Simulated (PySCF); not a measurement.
Electron correlation in C²⁺ (carbon, charge +2)

[He] 2s2, closed-shell 1S. Calculation: PySCF 2.14, in aug-cc-pVDZ-DK (4s3p2d, 23 functions); scalar relativity by spin-free X2C-1e. Frozen: 1s2; 2 electrons correlated.

With two correlated electrons CCSD is exact within the correlated space (frozen core and kept virtual orbitals).

| level | correlation energy (mhartree) |
| --- | --- |
| CCSD | -71.95 |

Diagnostics: T1 = 0.0085, D1 = 0.0120, largest double amplitude 0.157.

A double-excitation amplitude exceeds 0.15, a sign of near-degeneracy.

Cost of the coupled-cluster step: about 0.08 core-seconds, for 2 correlated electrons.
